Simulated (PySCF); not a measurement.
**A small calculation by hand: oscillator strength and radiative lifetime**

CI2, SMILES I[C]I (connectivity only; charge and spin as stated), neutral, multiplicity 1.

Geometry optimised at B3LYP-D3(BJ)/def2-TZVP. The def2 effective core potentials stand for the cores of I; spin–orbit coupling is left out.

PySCF with TDDFT-LC-ωPBE/def2-SVPD puts the first singlet state with f over 0.02 at 3.82 eV (vertical), with the transition dipole (0.000, -0.959, 0.000) in atomic units.

Q: Find the oscillator strength, the wavelength and the radiative lifetime that this transition would have in vacuum if emission retraced absorption.

A: 
|μ|² = 0.9197 au, so |μ| = 2.44 D. ΔE = 3.82/27.211 = 0.1404 hartree. f = (2/3) ΔE |μ|² = 0.086 (the program prints 0.086).
λ = 1239.84/3.82 = 325 nm; ν = 30810 cm⁻¹.
Einstein's coefficient A = 0.6670 ν² f s⁻¹ (ν in cm⁻¹) = 5.4e7 s⁻¹, so τ = 1/A = 18 ns. This state is S4; the lower singlets have f = 0.000, 0.000, 0.007. The figure is the radiative limit of this one transition; relaxation, internal conversion, crossing to triplets and a medium change what is measured.
